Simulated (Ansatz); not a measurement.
C2H6ClNSi. Charge 0, multiplicity 1. The bonds changed during the relaxation, so this is another structure than the one it started from. The structure was optimised at the PBE0-D4/def2-TZVP level. It is one conformer, not always the lowest.

```xyz
11

N    -1.091    0.972   -0.386
C    -0.775   -0.278   -0.038
C     0.053   -0.630    1.037
Si    1.781   -0.718   -0.074
Cl    1.993    1.406   -0.410
H    -1.431    1.132   -1.319
H    -0.518    1.718   -0.016
H    -1.227   -1.058   -0.639
H    -0.089   -1.631    1.431
H     0.245    0.120    1.799
H     1.059   -1.034   -1.386
```

Question: What is the dipole moment at PBE/def2-TZVPP? (Estimate.)

Answer: Ansatz gave: 4.33 D, with components (-4.33, -0.02, -0.04) D in this frame, pointing from negative to positive charge.

Question: And with r2SCAN, B3LYP, ωB97M-V? (Estimate.)

Answer: Ansatz gave: r2SCAN 4.57 D, B3LYP 4.56 D, ωB97M-V 4.89 D.

Question: Give the Mulliken charges with PBE, r2SCAN, ωB97M-V in def2-TZVPP. (Estimate.)

Answer: Ansatz gave: 
| atom | PBE | r2SCAN | ωB97M-V |
| --- | --- | --- | --- |
| N1 | -0.19 | -0.24 | -0.17 |
| C2 | 0.02 | 0.10 | 0.07 |
| C3 | -0.26 | -0.24 | -0.36 |
| Si4 | 0.11 | 0.17 | 0.10 |
| Cl5 | -0.33 | -0.37 | -0.34 |
| H6 | 0.19 | 0.19 | 0.16 |
| H7 | 0.17 | 0.18 | 0.15 |
| H8 | 0.13 | 0.11 | 0.16 |
| H9 | 0.12 | 0.10 | 0.14 |
| H10 | 0.13 | 0.11 | 0.16 |
| H11 | -0.08 | -0.12 | -0.07 |

B3LYP here is the variant with VWN-RPA as its local correlation; programs differ in this.
